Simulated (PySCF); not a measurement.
Potential energy of TlF along the bond

Set-up: PySCF, scalar-relativistic core potentials, basis sets Tl cc-pVTZ-PP with ECP60, F cc-pVTZ. Energies in eV from Tl + F in their ground configurations at the same level. State: ¹Σ⁺ (singlet), closed shell.

All columns are PBE0. A positive dipole means Tl(−)F(+).

```tsv
R (Å)	E (eV)	μ (D)	Mulliken charge on Tl (basis-dependent)	HOMO (eV)	LUMO (eV)	Mayer bond order	⟨S²⟩
1.811	-3.954	-1.81	0.40	-7.34	-1.16	1.00	0.00
1.895	-4.542	-2.47	0.43	-7.56	-1.26	0.95	0.00
1.980	-4.855	-3.10	0.46	-7.71	-1.36	0.91	0.00
2.043	-4.962	-3.56	0.48	-7.78	-1.44	0.88	0.00
2.106	-4.990	-4.00	0.51	-7.81	-1.52	0.86	0.00
2.169	-4.959	-4.43	0.52	-7.80	-1.61	0.83	0.00
2.253	-4.853	-4.99	0.55	-7.72	-1.71	0.80	0.00
2.359	-4.651	-5.65	0.57	-7.56	-1.85	0.77	0.00
2.485	-4.354	-6.41	0.59	-7.24	-2.00	0.74	0.00
2.654	-3.925	-7.37	0.61	-6.74	-2.20	0.70	0.00
```

A fit through these points gives, at Re = 2.101 Å, μ = -3.97 D and dμ/dR = -6.91 D/Å; the reduced mass is 17.39 u.

Q: How strong is the fundamental in the double-harmonic approximation, I = 42.26·(dμ/dR)²/μred km/mol?

A: I = 42.26·(-6.91)²/17.39 = 116 km/mol at PBE0.

Spin–orbit coupling is left out, which matters for elements this heavy, above all for dissociation energies.
